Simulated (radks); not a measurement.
Spherical jellium clusters: N electrons in a uniform positive sphere of charge N and radius rs N^(1/3), rs = 4.11 bohr. Method: non-relativistic Kohn-Sham, LDA (Slater exchange, Perdew-Wang correlation), spin-polarised, spherical densities; computed with a radial shooting solver with Libxc functionals. Levels are named by radial order and angular momentum (1s, 1p, 1d, 2s, ...), and open shells are averaged over m.

N = 12, configuration 1s2 1p6 1d(up 4, down 0). This is the lowest configuration that the search found. Occupied and some empty levels:

level    occupation  eigenvalue (eV)  <r> (bohr)
1s up             1          -4.8467       6.080
1s down           1          -4.5267       5.828
1p up             3          -3.8938       7.212
1p down           3          -3.4907       7.163
1d up             4          -2.6968       8.144
1d down           0          -2.2793       8.239
2s up             0          -2.1398       7.326
2s down           0          -1.9334       7.536
1f up             0          -1.3536       9.152
1f down           0         -0.97214       9.445
2p up             0         -0.92210       9.953
2p down           0         -0.73616       10.42

Energy (eV): total -21.2120, kinetic 20.431, external -490.65, Hartree 241.51, exchange-correlation -42.356, background 249.86.
